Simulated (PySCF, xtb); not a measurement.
I6Y2, SMILES [Y]12([I][Y]1([I])([I]2)[I])([I])[I] (connectivity only; charge and spin as stated), neutral, multiplicity 1.

GFN2-xTB run with xtb 6.7.1 at its own geometry gives an orbital gap of 0.71 eV and a dipole moment of 0.00 D.

Geometry optimised at B3LYP-D3(BJ)/def2-SVP. The multiplicity is an assumed one; other spin states were not compared. The def2 effective core potentials stand for the cores of I, Y; spin–orbit coupling is left out.

Task: What does PBE/def2-SVP (PySCF) give? (Estimate from the structure and the level; the computed values follow.)

Result: gap 2.72 eV (levels -6.69 and -3.96 eV), dipole 0.00 D.
